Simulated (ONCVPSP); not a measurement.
**Transferability test, ONCV potential for nitrogen**

ONCVPSP 4.0.1 input, shortened (lines: element, Z, core and valence counts, functional; n l f; lmax; l rc ep ncon nbas qcut; lloc lpopt rc5 dvloc0; l nproj debl; icmod fcfact rcfact), PBE, fully relativistic:

```
  N 7.00    1    2        4      upf
    1    0    2.00
    2    0    2.00
    2    1    3.00
    1
    0    1.00    0.00    4    9    5.00
    1    2.25    0.00    4    7    6.80
    4    1    0.85    4.00
    0    2    0.70
    1    2    3.80
    1    0.60    0.00
```

Open shells are filled in proportion to 2j + 1.

Energies are relative to the spin-unpolarised reference configuration 2s2 2p3; without spin polarisation the order of configurations can differ from experiment. Not all tests gave a result: 1 of 4 tests not solved or not reliable.

```tsv
valence configuration	charge	ΔE all-electron (eV)	error AE − PS (meV)
2s2 2p2	+1	13.591	+83
2s2 2p1	+2	42.445	+650
2s2 2p0	+3	89.527	+2400
```

Levels in the configuration 2s2 2p1:

| level | all-electron (eV) | pseudo (eV) |
| --- | --- | --- |
| 2s j=1/2 | -49.159 | -48.746 |
| 2p j=3/2 | -37.501 | -36.485 |
| 2p j=1/2 | -37.530 | -36.512 |
